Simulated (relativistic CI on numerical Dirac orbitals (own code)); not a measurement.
**d7 in a ligand field**

Computed with a parametric ligand-field model of a d^n configuration (Racah B and C, spin-orbit zeta, crystal field), exact diagonalisation.

Field parameters in Wybourne normalisation: Oh B⁴₀ = 21Dq, B⁴₄ = √(5/14) B⁴₀; Td as Oh with Dq negative (B⁴₀ = 21Dq, B⁴₄ = √(5/14) B⁴₀). The field is a parameter set, without covalency.

**Question.** Lowest levels for B = 700, C = 3320, ζ = 750 cm⁻¹, Td, 10Dq = -11850 cm⁻¹?

**Answer.** Γ8 0 (S 1.50), Γ8 11377 (S 1.44), Γ6 11664 (S 1.48), Γ8 12012 (S 1.49), Γ7 12238 (S 1.50), Γ8 15145 (S 0.61), Γ6 15375 (S 0.61), Γ8 15566 (S 0.62), Γ6 17707 (S 1.45) cm⁻¹, with S from ⟨S²⟩ = S(S + 1). The ground level has 3.99 electrons in the cubic e pair.

**Question.** Lowest levels for B = 750, C = 3660, ζ = 390 cm⁻¹, Oh, 10Dq = 37900 cm⁻¹?

**Answer.** Γ8 0 (S 0.50), Γ6 20321 (S 1.50), Γ8 20550 (S 1.50), Γ7 20942 (S 1.50), Γ8 20947 (S 1.50), Γ8 34970 (S 0.50), Γ6 35229 (S 0.50), Γ8 35950 (S 0.50), Γ7 36111 (S 0.50) cm⁻¹, with S from ⟨S²⟩ = S(S + 1). The ground level has 1.02 electrons in the cubic e pair.

**Question.** Lowest levels for B = 480, C = 1980, ζ = 520 cm⁻¹, Oh, 10Dq = 32200 cm⁻¹?

**Answer.** Γ8 0 (S 0.50), Γ6 22021 (S 1.50), Γ8 22311 (S 1.50), Γ7 22832 (S 1.50), Γ8 22837 (S 1.50), Γ8 30419 (S 0.50), Γ6 30794 (S 0.50), Γ8 31053 (S 0.50), Γ7 31211 (S 0.50) cm⁻¹, with S from ⟨S²⟩ = S(S + 1). The ground level has 1.01 electrons in the cubic e pair.

**Question.** Lowest levels for B = 1010, C = 5220, ζ = 490 cm⁻¹, Oh, 10Dq = 29000 cm⁻¹?

**Answer.** Γ8 0 (S 0.52), Γ6 4608 (S 1.50), Γ8 4922 (S 1.50), Γ7 5445 (S 1.50), Γ8 5501 (S 1.49), Γ8 25460 (S 0.50), Γ6 25807 (S 0.50), Γ8 26633 (S 0.52), Γ7 26902 (S 0.51) cm⁻¹, with S from ⟨S²⟩ = S(S + 1). The ground level has 1.06 electrons in the cubic e pair.

**Question.** Lowest levels for B = 900, C = 3680, ζ = 670 cm⁻¹, Oh, 10Dq = 5950 cm⁻¹?

**Answer.** Γ6 0 (S 1.50), Γ8 427 (S 1.50), Γ8 1131 (S 1.50), Γ7 1323 (S 1.50), Γ6 5799 (S 1.50), Γ8 5885 (S 1.50), Γ8 5973 (S 1.49), Γ7 6239 (S 1.50), Γ8 11970 (S 1.49) cm⁻¹, with S from ⟨S²⟩ = S(S + 1). The ground level has 2.12 electrons in the cubic e pair.
